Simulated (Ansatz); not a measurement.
Ansatz (an electronic-structure program) input (MP2/LANL2DZ): The .json file is the Basis Set Exchange's LANL2DZ.

Ansatz 0.2 input:
```yaml
crystal:
  periodic: [false, false, false]
  atoms:
    - {symbol: Sb, position_ang: [0.28375404, 0.11655380, 0.10060683]}
    - {symbol: F, position_ang: [-0.91931721, 0.71699329, -1.17294688]}
    - {symbol: F, position_ang: [-0.68862232, -1.37746481, 0.60284152]}
basis:
  gaussian:
    orbitals: LANL2DZ.json
total_charge: 1
magnetization: {spin_polarized: false}
correlation: {method: mp2, electrons: outside_noble_gas}
```

Output:

```
WARN ansatz: RAYON_NUM_THREADS=1 ignored (pool sized by the plan → 1); use --threads N
Functional definition: HF
integrals: 0.00 GiB planned
287 factors; integrals over basis functions are off by at most 1.7e-4 eV
mean field: 0.05 GiB planned
mean field evaluation 1: about -5537.5538 eV, gradient 6.7e1 eV
mean field evaluation 2: about -5537.5722 eV, gradient 6.7e1 eV
mean field evaluation 4: about -5546.5955 eV, gradient 2.3e0 eV
mean field evaluation 8: about -5546.6513 eV, gradient 5.0e-2 eV
mean field -5546.65130939 eV, -203.8356759646 hartree, gradient 3.7e-6 eV, S^2 0.000000; 0 other end points of the search recorded, 0 dependent functions left out
2 core orbitals not correlated
reference -5546.65130939 eV, -203.8356759646 hartree; 9, 9 occupied and 15, 15 virtual orbitals, 287 factors
second order -8.00898578 eV of doubles, -0.00000000 eV of singles
Total energy: -5554.66029516 eV, -204.1300007633 hartree
```

The dipole moment of an ion depends on the origin.
